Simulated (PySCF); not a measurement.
Ranking problems on computed properties.

Each SMILES stands for a single optimised conformer of the isolated species, non-relativistic unless stated; the electronic structure was computed with PySCF and density fitting.

The conformers computed, where there is a choice (atom-mapped SMILES and torsion angles):
- `[F:1][CH2:2][Si@@H:3]([SiH3:4])[SiH2:5][SiH3:6]`: F1–C2–Si3–Si4 -67°, C2–Si3–Si5–Si6 -64°
- `[F:1][CH:2]([F:3])[C:4]1=[CH:5][CH+:6][CH2:7][CH:8]=[CH:9]1`: F1–C2–C4–C5 150°
- `[F:1][SiH2:2][SiH2:3][CH2:4][SiH2:5][SiH3:6]`: F1–Si2–Si3–C4 41°, Si2–Si3–C4–Si5 56°, Si3–C4–Si5–Si6 59°
- `[CH2:1]=[N:2][Si@@H:3]([SiH3:4])[CH2:5][CH2:6][F:7]`: C1–N2–Si3–Si4 107°, N2–Si3–C5–C6 -69°, Si3–C5–C6–F7 -64°
- `[O:1]=[CH:2][O:3][c:4]1[cH:5][c:6]([OH:7])[cH:8][cH:9][n:10]1`: O1–C2–O3–C4 0°, C2–O3–C4–C5 -21°, H–O7–C6–C5 1°
- `[CH:1]#[C:2][C@:3]1([CH3:4])[CH:5]=[C:6]1[O:7][CH:8]=[O:9]`: C5–C6–O7–C8 0°, C6–O7–C8–O9 1°
- `[CH3:1][CH2:2][CH2:3][c:4]1[n:5][s:6][c:7]([F:8])[n:9]1`: C1–C2–C3–C4 178°, C2–C3–C4–N5 114°
- `[F:1][SiH2:2][SiH2:3][CH:4]([SiH3:5])[SiH3:6]`: F1–Si2–Si3–C4 61°, Si2–Si3–C4–Si5 63°
- `[F:1][Si@@H:2]([SiH3:3])[SiH2:4][CH2:5][SiH3:6]`: F1–Si2–Si4–C5 -44°, Si2–Si4–C5–Si6 -58°
- `[CH3:1]/[CH:2]=[CH:3]/[N:4]([SiH3:5])[SiH2:6][F:7]`: C2–C3–N4–Si5 11°, C3–N4–Si6–F7 175°

The conformers of `FC[C@H]1C[SiH2]CCO1` aren't listed.

Question: Rank by smallest rotational constant, lowest first (GFN2-xTB).
A. `FC(F)C1=C[CH+]CC=C1`
B. `C(CF)[Si@H]([SiH3])N=C`
C. `F[SiH2][SiH2]C[SiH2][SiH3]`
D. `FC[Si@@H]([SiH3])[SiH2][SiH3]`

Answer: C (0.665 GHz), D (0.778 GHz), A (0.889 GHz), B (0.951 GHz).

Question: Rank by lowest triplet excitation (Tamm–Dancoff), highest first (TDA PBE0/def2-SVPD at GFN2-xTB geometries).
A. `C=N[Si@@H]([SiH3])CCF`
B. `FC(F)C1=C[CH+]CC=C1`
C. `O(c1cc(O)ccn1)C=O`
D. `C#C[C@]1(C)C=C1OC=O`
E. `FC[C@H]1C[SiH2]CCO1`

Answer: E (6.96 eV), C (4.19 eV), D (4.07 eV), A (3.34 eV), B (2.40 eV).

Question: Rank by HOMO energy, highest first (PBE0/def2-SVPD at GFN2-xTB geometries).
A. `C=N[Si@@H]([SiH3])CCF`
B. `CCCc1nsc(F)n1`
C. `C#C[C@]1(C)C=C1OC=O`
D. `FC(F)C1=C[CH+]CC=C1`
E. `c1(ccnc(c1)OC=O)O`

Answer: A (-7.08 eV), C (-7.51 eV), E (-7.64 eV), B (-7.82 eV), D (-13.50 eV).

Question: Rank by HOMO–LUMO gap, highest first (PBE0/def2-SVPD at GFN2-xTB geometries).
A. `C#C[C@]1(C)C=C1OC=O`
B. `C=N[Si@@H]([SiH3])CCF`
C. `FC[C@H]1C[SiH2]CCO1`
D. `FC(F)C1=C[CH+]CC=C1`
E. `C(=O)Oc1cc(ccn1)O`

Answer: C (8.24 eV), E (6.53 eV), A (6.42 eV), B (6.00 eV), D (4.72 eV).

Question: Give the two extremes of that set in kcal/mol.

Answer: `FC(F)C1=C[CH+]CC=C1`: 109 kcal/mol; `FC[C@H]1C[SiH2]CCO1`: 190 kcal/mol.

Question: Rank by static isotropic polarisability, highest first (PBE0/def2-SVPD at GFN2-xTB geometries).
A. `C#C[C@]1(C)C=C1OC=O`
B. `FC(F)C1=C[CH+]CC=C1`
C. `FC[C@H]1C[SiH2]CCO1`
D. `C=N[Si@@H]([SiH3])CCF`

Answer: D (103.1 au), C (88.8 au), A (86.2 au), B (77.0 au).

Question: Give the two extremes of that set as polarisability volumes in Å³.

Answer: `FC(F)C1=C[CH+]CC=C1`: 11.42 Å³; `C=N[Si@@H]([SiH3])CCF`: 15.27 Å³.

Question: Rank by electronic spatial extent ⟨r²⟩ about the centre of nuclear charge, lowest first (CAM-B3LYP/def2-SVPD at GFN2-xTB geometries).
A. `[SiH3][SiH2][Si@H]([SiH3])CF`
B. `F[Si@@H]([SiH3])[SiH2]C[SiH3]`
C. `C/C=C/N([SiH3])[SiH2]F`
D. `F[SiH2][SiH2]C([SiH3])[SiH3]`
E. `C([SiH2][SiH3])[SiH2][SiH2]F`

Answer: C (1504 bohr²), D (1649 bohr²), A (1738 bohr²), B (1752 bohr²), E (1893 bohr²).

Question: Give the two extremes of that set in Å².

Answer: `C/C=C/N([SiH3])[SiH2]F`: 421 Å²; `F[SiH2][SiH2]C[SiH2][SiH3]`: 530 Å².
